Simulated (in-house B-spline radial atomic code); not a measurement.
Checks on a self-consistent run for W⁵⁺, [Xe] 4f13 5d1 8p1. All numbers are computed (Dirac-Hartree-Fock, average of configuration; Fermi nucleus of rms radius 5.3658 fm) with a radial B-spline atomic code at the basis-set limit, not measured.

```
orbital        q       ε (Eh)     <1/r>         <r²>  small-component weight
  1s1/2        2  -2574.33834    87.037  0.000463009                0.077877
  2s1/2        2   -451.91056   21.1957   0.00705549                0.017668
  2p1/2        2   -431.32773   21.1171   0.00505525                0.017692
  2p3/2        4   -381.51889   17.7592   0.00625121                0.015981
  3s1/2        2   -108.77207   7.79492    0.0459261               0.0058378
  3p1/2        2    -99.64574   7.69581    0.0422701               0.0057648
  3p3/2        4    -88.70846   6.83278    0.0487761               0.0052833
  3d3/2        4    -73.54844   6.70623    0.0379571               0.0051383
  3d5/2        6    -71.19521   6.50212    0.0397473               0.0050028
  4s1/2        2    -26.07254   3.25778     0.227411               0.0018988
  4p1/2        2    -22.24047   3.14583      0.23503               0.0018086
  4p3/2        4    -19.66579    2.8622     0.267925                0.001642
  4d3/2        4    -13.35002   2.64396     0.292388               0.0014433
  4d5/2        6    -12.86598   2.57315     0.305026               0.0013945
  5s1/2        2     -6.21545   1.28268      1.22049              0.00043567
  5p1/2        2     -4.89643   1.17934      1.41915              0.00037892
  5p3/2        4     -4.46378   1.08607      1.61803              0.00033575
  4f5/2   5.5714     -4.92919   2.16094     0.401535               0.0010269
  4f7/2   7.4286     -4.83856   2.13257     0.412276               0.0010066
  5d3/2      0.4     -2.82213  0.864778      2.47622              0.00022285
  5d5/2      0.6     -2.77590  0.845408      2.57147              0.00021467
  8p1/2  0.33333     -0.63725  0.193329      54.0911              2.5221e-05
  8p3/2  0.66667     -0.61960  0.187097      57.2649              2.4031e-05
```

Electron-electron repulsion V_ee = 5801.1661 hartree.

(1) What total energy follows from the eigenvalues?

(2) Does the Dirac virial theorem hold?

(3) What diamagnetic shielding (Lamb formula) and susceptibility (Langevin formula) do the radii give?

## Answers

(1) The eigenvalues count the repulsion twice, so E = Σqε - V_ee = -10347.053 - 5801.166 = -16148.220 hartree; the run printed -16148.220.

(2) For a point nucleus E = -2c²Σq·w, with w the small-component weight. Here Σq·w = 0.42984 and c = 137.0360, so the ratio E/(-2c²Σq·w) is 1.000263; the finite nucleus accounts for the departure from 1.

(3) σ = (α²/3)Σq<1/r> = 542.35/(3·137.036²) = 9627 ppm, and χ = -0.79199×10⁻⁶·Σq<r²> = -64.63×10⁻⁶ cm³/mol with Σq<r²> = 81.6 bohr². Both are non-relativistic formulas without the paramagnetism of open shells; for so heavy an element the full relativistic shielding is larger by tens of per cent.
